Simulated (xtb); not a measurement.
C7H4N, doublet, geometry from GFN2-xTB; xtb with GFN2-xTB.

Here is a job for xtb.
```
$ xtb mol.xyz --gfn 2 --uhf 1 --hess --json

# file mol.xyz
12

N      3.12695017     0.17847810    -0.06050207
C      1.98232424     0.11014393    -0.03848908
C      0.57465005     0.00976876    -0.01214601
C     -0.02260068    -1.26470428    -0.05592038
C     -1.37978701    -1.30348574    -0.02793518
C     -2.20234233    -0.21683998     0.03854687
C     -1.60073616     1.04160324     0.08151083
C     -0.22394564     1.15050894     0.05622447
H      0.59319330    -2.14938652    -0.10886638
H     -3.27715040    -0.31144000     0.05785957
H     -2.21698202     1.92699796     0.13449851
H      0.24691311     2.12251269     0.08927376
```

What the program printed (banner, timings and long lists left out):

```
   ID    Z sym.   atoms
    1    7 N      1
    2    6 C      2-8
    3    1 H      9-12

           -------------------------------------------------
          |                Calculation Setup                |
           -------------------------------------------------

           -------------------------------------------------
          |                 G F N 2 - x T B                 |
           -------------------------------------------------

          ...................................................
          :                      SETUP                      :
          :.................................................:
          :  # basis functions                  36          :
          :  # atomic orbitals                  36          :
          :  # shells                           20          :
          :  # electrons                        37          :
          :  max. iterations                   250          :
          :  Hamiltonian                  GFN2-xTB          :
          :  restarted?                      false          :
          :  GBSA solvation                  false          :
          :  PC potential                    false          :
          :  electronic temp.          300.0000000     K    :
          :  accuracy                    1.0000000          :
          :  -> integral cutoff          0.2500000E+02      :
          :  -> integral neglect         0.1000000E-07      :
          :  -> SCF convergence          0.1000000E-05 Eh   :
          :  -> wf. convergence          0.1000000E-03 e    :
          :  Broyden damping             0.4000000          :
          :  net charge                          0          :
          :  unpaired electrons                  1          :
          ...................................................

 iter      E             dE          RMSdq      gap      omega  full diag
   1    -20.1757124 -0.201757E+02  0.666E+00    2.07       0.0  T
   2    -20.1808578 -0.514540E-02  0.429E+00    1.84       1.0  T
   3    -20.1356045  0.452533E-01  0.289E+00    1.78       1.0  T
   4    -20.2041689 -0.685644E-01  0.410E-01    1.78       1.0  T
   5    -20.2050104 -0.841496E-03  0.177E-01    1.67       1.0  T
   6    -20.2053620 -0.351569E-03  0.455E-02    1.75       1.0  T
   7    -20.2053638 -0.181942E-05  0.233E-02    1.74       1.2  T
   8    -20.2053654 -0.160836E-05  0.102E-02    1.75       2.8  T
   9    -20.2053662 -0.778944E-06  0.216E-03    1.74      13.4  T
[...]
         :: total energy             -19.791512080015 Eh    ::
[...]
          :  rotor cutoff                   50.0000000 cm⁻¹ :
          :  imag. cutoff                  -20.0000000 cm⁻¹ :
          :.................................................:

    mode    ω/cm⁻¹     T·S(HO)/kcal·mol⁻¹    T·S(FR)/kcal·mol⁻¹   T·S(vib)
   ------------------------------------------------------------------------
       1    125.48    -0.89867 ( 97.54%)    -0.78382 (  2.46%)    -0.89585
       2    147.40    -0.80664 ( 98.69%)    -0.73614 (  1.31%)    -0.80572
   ------------------------------------------------------------------------

   temp. (K)  partition function   enthalpy   heat capacity  entropy
                                   cal/mol     cal/K/mol   cal/K/mol   J/K/mol
 298.15  VIB   11.4                 2273.527     17.973     12.456
         ROT  0.247E+06              888.752      2.981     27.656
         INT  0.282E+07             3162.279     20.954     40.112
         TR   0.998E+27             1481.254      4.968     39.762
         TOT                        4643.5334    25.9221    79.8740   334.1930

       T/K    H(0)-H(T)+PV         H(T)/Eh          T*S/Eh         G(T)/Eh
   ------------------------------------------------------------------------
    298.15    0.739994E-02    0.903508E-01    0.379507E-01    0.524000E-01
   ------------------------------------------------------------------------

         :::::::::::::::::::::::::::::::::::::::::::::::::::::
         ::                  THERMODYNAMIC                  ::
         :::::::::::::::::::::::::::::::::::::::::::::::::::::
         :: total free energy         -19.739112056874 Eh   ::
         ::.................................................::
         :: total energy              -19.791512080078 Eh   ::
         :: zero point energy           0.082950812119 Eh   ::
         :: G(RRHO) w/o ZPVE           -0.030550788915 Eh   ::
         :: G(RRHO) contrib.            0.052400023204 Eh   ::
         :::::::::::::::::::::::::::::::::::::::::::::::::::::

           -------------------------------------------------
          | TOTAL ENERGY              -19.791512080078 Eh   |
          | TOTAL ENTHALPY            -19.701161326518 Eh   |
          | TOTAL FREE ENERGY         -19.739112056874 Eh   |
          | GRADIENT NORM               0.000049791076 Eh/α |
          | HOMO-LUMO GAP               1.743778897994 eV   |
           -------------------------------------------------

normal termination of xtb
```
